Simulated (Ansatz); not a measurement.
Cartesian coordinates (Å):
```xyz
9

C     -1.6839    -0.0989    -0.2563
Al     0.0005    -0.3527     0.7498
C      1.6845     0.0715    -0.1979
H     -2.5764    -0.4441     0.2662
H     -1.8132     0.9670    -0.4771
H     -1.6228    -0.6217    -1.2172
H      1.7847    -0.5870    -1.0683
H      1.6437     1.0994    -0.5753
H      2.5828    -0.0335     0.4107
```
Charge 0, spin multiplicity 2.

These are frozen-core CCSD(T)/def2-TZVPP // B3LYP-D3(BJ)/def2-TZVP run with Ansatz (a quantum-chemistry and plane-wave program) values and carry that method's errors.

```json
{
 "HF energy": "-321.15808 Ha",
 "MP2 correlation energy": "-0.42122 Ha"
}
```

Question: Estimate the CCSD correlation energy, the (T) correction, the total energy and the T1 diagnostic.

Answer: 
```yaml
CCSD correlation energy: -0.45825 Ha
"(T) correction": -0.01721 Ha
CCSD(T) total energy: -321.63353 Ha
T1 diagnostic: 0.012
```
